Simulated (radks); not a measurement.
Task: Method: non-relativistic Kohn-Sham, LB94 model potential, spin-polarised, spherical densities, point nucleus; open shells are filled with parallel spins first; computed with a radial shooting solver on a logarithmic mesh with Libxc functionals. Response by self-consistent Sternheimer equations with the Hartree and adiabatic LDA kernel. For heavy and open-shell atoms this level of theory can miss by tens of per cent. Rank Be2+, Ag+, C3+, Al, V, Ga (NIST ground configurations) by static dipole polarisability, largest first.

Result: V 71.72, Al 57.23, Ga 42.90, Ag+ 8.890, C3+ 3.213, Be2+ 0.05391 bohr^3.
